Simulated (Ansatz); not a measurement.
Harmonic frequencies (cm⁻¹) at PBE0-D4/def2-TZVP from Ansatz: 75, 228, 553, 557, 652, 730, 1216, 1422, 1428, 3031, 3114, 3145.

Q: Which molecule is it?
A. `[OH][Ge][SH]`
B. `[NH2][Ge][Br]`
C. `[CH3][Ge][F]`
D. `C[O][Ge][F]`

A: C.
